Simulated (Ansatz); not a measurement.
Mulliken charges of CH$_{2}$BBrO, SMILES `O=CBBr` from r2SCAN/def2-TZVPP in Ansatz (PBE0-D4/def2-TZVP geometry).

```csv
atom,x (Å),y (Å),z (Å),charge (e)
O1,1.082,-1.386,0.314,-0.277
C2,0.758,-0.359,-0.238,0.180
B3,-0.504,0.394,0.336,0.052
Br4,-2.060,0.429,-0.740,-0.032
H5,1.304,-0.012,-1.144,0.039
H6,-0.539,0.870,1.424,0.037
```

**Question.** By hand: the dipole of these point charges (1 e Å = 4.8032 D).

**Answer.** Σ q r = (-0.093, 0.358, -0.081) e Å, of length 0.379 e Å = 1.82 D.

**Question.** How does the dipole of the full density compare? (Estimate.)

**Answer.** Ansatz gave: (-0.079, 0.384, -0.141) e Å, 2.00 D; the point charges give 0.91 times that, at 8° from its direction.

Point charges leave out the atoms' own dipoles, such as those of lone pairs, and Mulliken's split depends on the basis, so the close match here is no proof of good charges.
